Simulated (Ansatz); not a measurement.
A structure relaxed at PBE0-D4/def2-TZVP, charge 0, multiplicity 1:

```xyz
7

O     0.727    0.533    0.531
B    -0.457   -0.219   -0.555
F    -0.301    0.477   -1.686
F     0.000   -1.491   -0.559
F    -1.591    0.007    0.145
H     1.361   -0.141    0.803
H     0.262    0.834    1.321
```

Problem. Give its formula and SMILES.

Solution. BF3H2O, `[OH2+][B-](F)(F)F`.

Problem. Point group (tolerance 0.08 Å, 0.16 Å for H)?

Solution. Cs.

Problem. Summarise the bond lengths by kind.

Solution. 1 × B–O 1.774 Å; 2 × H–O 0.965 Å; 3 × B–F 1.337 to 1.352 Å.

All numbers were calculated with Ansatz.
